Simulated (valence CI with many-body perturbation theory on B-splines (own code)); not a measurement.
The numbers below are computed, except where a source is named.
## Ru XXXII: what the settings do

Level of theory: valence CI with perturbative core correlation (CI+MBPT): three valence electrons over a frozen Dirac-Fock core [Ne], a basis of 6 s, 6 p, 5 d, 3 f, 1 g functions for each j, with the one-electron correlation potential Σ1 (screened to all orders), the two-electron term Σ2, the three-electron term Σ3, Breit, model QED; selected single and double excitations, second order for the rest, scaled by the run's own slope (own B-spline code, finite nucleus).

The last digits are not significant, and no measured levels were compared; by estimate large intervals hold to a few tenths of a per cent, small ones and those within an open d or f shell to about a per cent.

The reference run has the lowest level (3s^2 3p1/2) J=1/2 and an ionisation energy of 1811.53 eV. Its largest variational space holds 2878 state functions.

Levels are named by their leading jj configuration (3d3/2^4 stands for four electrons in 3d with j = 3/2), which in mixed levels can hold well under half, so a name can repeat and another be missing. Letters in brackets count levels of one name in rising energy.

Changed runs:
A. box radius (bohr) 2.634 → 2.19
B. correlating orbitals by l 3 3 3 2 1 → 6 2 5 0 0
C. orbitals per symmetry with explicit Σ2 and valence Breit (the others get mean screening factors) 5 → 1
D. cutoff of virtual states (hartree) 3872 → 64.22 (bad on purpose)

Excitation energies of the reference run in cm⁻¹, and shifts in cm⁻¹:

| Level | Reference | A | B | C | D |
| --- | --- | --- | --- | --- | --- |
| (3s^2 3p3/2) J=3/2 | 254432 | +0.1 | -42 | +5.5 | -155 |
| (3s 3p1/2^2) J=1/2 | 584371 | -0.1 | -206 | -15 | +1060 |
| (3s 3p1/2 3p3/2) J=3/2 [a] | 752518 | +0.1 | -543 | -17 | +844 |
| (3s 3p1/2 3p3/2) J=5/2 | 814239 | +0.1 | -180 | -20 | +878 |
| (3s 3p1/2 3p3/2) J=3/2 [b] | 912117 | +0.1 | +275 | -4.1 | +901 |
| (3s 3p1/2 3p3/2) J=1/2 | 984978 | 0 | +742 | +10 | +1329 |
| (3s 3p3/2^2) J=5/2 | 1044410 | +0.2 | -148 | -12 | +602 |
| (3s^2 3d3/2) J=3/2 | 1198220 | +0.4 | +1650 | -16 | +428 |
| (3s 3p3/2^2) J=1/2 | 1241210 | +0.1 | +1028 | +24 | +1121 |
| (3s^2 3d5/2) J=5/2 | 1284980 | +0.5 | +2561 | -16 | +38 |
| (3s 3p3/2^2) J=3/2 | 1287810 | +0.2 | +1674 | +4.6 | +913 |
| (3p1/2^2 3p3/2) J=3/2 | 1537750 | +0.1 | +53 | -17 | +2041 |
| Ionisation energy (eV) | 1811.53 | +0.00012 | -0.08 | +0.0022 | -0.41 |
